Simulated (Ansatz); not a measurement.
`[CH3][SnH2][SeH]` + H₂ → `[SeH][SnH3]` + CH₄ at 500 K and 1 bar (hydrogenolysis of the Sn–C bond).

Gas-phase electronic energies from Ansatz, PBE0-D4/def2-TZVP geometries. CBS: MP2 limit from def2 TZ/QZ plus the TZ coupled-cluster correction, frozen cores. This one scheme is used for every species. Elements past krypton have def2 core potentials. For Se, Sn outer-core shells are correlated without core-valence functions, which leaves a few kJ/mol of doubt a bond. Scalar relativity is left out up to krypton. Each species was taken in one conformer, which may not be the lowest.

| species | CCSD(T)/CBS energy (Eh) | H − E (kJ/mol) | S (J/(mol·K)) |
| --- | --- | --- | --- |
| `[CH3][SnH2][SeH]` | -2656.41290 | 195.1 | 418.9 |
| H₂ | -1.17544 | 41.0 | 145.5 |
| `[SeH][SnH3]` | -2617.13827 | 106.3 | 358.1 |
| CH₄ | -40.46206 | 135.6 | 206.8 |

H − E and S are ideal-gas, rigid-rotor, harmonic terms from PBE0-D4/def2-TZVP, for one conformer and one mirror image of each species. For small species the MP2-based limit differs from directly extrapolated CCSD(T) by up to some mEh (0.8 for H₂); such offsets cancel only in part. 1 Eh = 2625.50 kJ/mol, R = 8.31446 J/(mol·K).

Problem. By hand: ΔE, ΔH, ΔS and ΔG.

Solution. ΔE = (-2617.13827) + (-40.46206) − (-2656.41290) − (-1.17544) = -0.01199 Eh = -31.5 kJ/mol. Δ(H − E) = 106.3 + 135.6 − 195.1 − 41.0 = 5.8, so ΔH = -25.7 kJ/mol. ΔS = 358.1 + 206.8 − 418.9 − 145.5 = 0.5 J/(mol·K). ΔG = -25.7 − 500 × (0.5)/1000 = -25.9 kJ/mol.

Problem. By hand: the equilibrium constant, and the temperature at which ΔG would vanish if ΔH and ΔS stayed fixed.

Solution. log₁₀ K = −ΔG/(RT ln 10) = 2.7. ΔH and −TΔS have one sign here, so there is no such temperature.

The number of gas molecules stays the same, so ΔS is small and ΔH decides. A doubt of 5 kJ/mol in ΔE shifts log₁₀ K by 0.5 here. Other conformers and mirror images would add mixing entropy, several J/(mol·K) or more a flexible species. These are equilibria of isolated gas molecules and say nothing of rates. Largest T1 diagnostic: 0.011 (customary marks: 0.02 for closed shells, 0.045 for open ones).

ΔS is within the doubt of such terms, so its sign, and with it that verdict, could turn.
